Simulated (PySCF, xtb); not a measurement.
Ge(H)3(NMe2) (C2H9GeN), SMILES C[N](C)[GeH3].

Harmonic wavenumbers (cm⁻¹) from GFN2-xTB run with xtb at its own minimum, in rising order: 136, 173, 233, 256, 276, 330, 514, 539, 581, 767, 813, 851, 982, 1052, 1090, 1131, 1195, 1242, 1416, 1424, 1474, 1481, 1503, 1511, 1873, 2015, 2079, 2873, 2876, 2947, 2950, 2994, 2996.

Q: What does PBE-D3(BJ)/def2-SVP (PySCF) give at its own minimum? (An estimate is asked for; the answer gives what the named calculation found.)

A: 130, 152, 240, 249, 255, 325, 567, 589, 606, 807, 839, 857, 981, 1052, 1078, 1122, 1216, 1235, 1377, 1395, 1397, 1414, 1429, 1447, 2001, 2084, 2098, 2854, 2860, 2948, 2954, 3035, 3036. Paired by order, the mean absolute difference is 31 cm⁻¹ and the zero-point energies are 63.7 and 63.8 kcal/mol.
